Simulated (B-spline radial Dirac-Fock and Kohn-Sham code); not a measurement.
# Internal conversion coefficients of Ho at 500 keV

Z = 67 (holmium), transition energy 500 keV. Level of theory: a Dirac-Hartree-Slater potential of the neutral atom with a Latter tail (no hole, which puts coefficients of high multipoles low close above an edge), finite nucleus with surface currents; a radial B-spline solver. Subshells that would emit electrons below 1 keV are left out.

Input file task.json (cfg lists n, l and occupation; rrms is the nuclear radius in fm):

```json
{"items": [{
  "Z": 67,
  "q": 0,
  "cfg": [[1, 0, 2], [2, 0, 2], [2, 1, 6], [3, 0, 2], [3, 1, 6], [3, 2, 10], [4, 0, 2], [4, 1, 6], [4, 2, 10], [4, 3, 11], [5, 0, 2], [5, 1, 6], [6, 0, 2]],
  "A": 165,
  "rrms": 5.2022,
  "do": "conversion",
  "gamma": [500],
  "edges": {"K": 55618.0, "L1": 9394.0, "L2": 8918.0, "L3": 8071.0, "M1": 2128.0, "M2": 1923.0, "M3": 1741.0, "M4": 1392.0, "M5": 1351.0, "N1": 432.4, "N2": 343.5, "N3": 308.2, "N4": 160.0, "N5": 160.0}
}]}
```

Run with: `python xray2_run.py task.json out`

```csv
subshell,electron energy (keV),E2,E3,E4,M2,M3
K,444.38,0.0127,0.0324,0.0809,0.0843,0.219
L1,490.61,0.00157,0.00435,0.0124,0.0125,0.0366
L2,491.08,0.000595,0.00462,0.0248,0.00133,0.00573
L3,491.93,0.000318,0.00172,0.00778,0.000395,0.00412
M1,497.87,0.000340,0.000960,0.00280,0.00278,0.00830
M2,498.08,0.000144,0.00113,0.00614,0.000326,0.00141
M3,498.26,7.89e-05,0.000431,0.00196,9.93e-05,0.00105
M4,498.61,5.13e-07,3.39e-06,4.62e-05,9.54e-07,1.21e-05
M5,498.65,4.13e-07,2.55e-06,2.40e-05,2.49e-07,2.09e-06
N1,499.57,8.19e-05,0.000232,0.000682,0.000674,0.00202
N2,499.66,3.38e-05,0.000266,0.00144,7.65e-05,0.000332
N3,499.69,1.83e-05,9.99e-05,0.000456,2.31e-05,0.000246
N4,499.84,1.21e-07,8.02e-07,1.10e-05,2.26e-07,2.88e-06
N5,499.84,9.63e-08,5.99e-07,5.65e-06,5.81e-08,4.91e-07
N6,499.99,3.93e-11,2.01e-10,1.24e-09,3.02e-11,2.66e-10
N7,499.99,5.74e-11,1.94e-10,1.01e-09,3.33e-11,1.00e-10
total,,0.0159,0.0463,0.140,0.103,0.279
```

Question: For a pure E3 transition, what fraction of decays emits a photon?

Answer: 1/(1 + α) = 0.956 with the total α = 0.0463; the total includes the outer subshells that are not listed.

Values without a named source are computed, but for edge energies of neutral atoms, which are taken from tables.
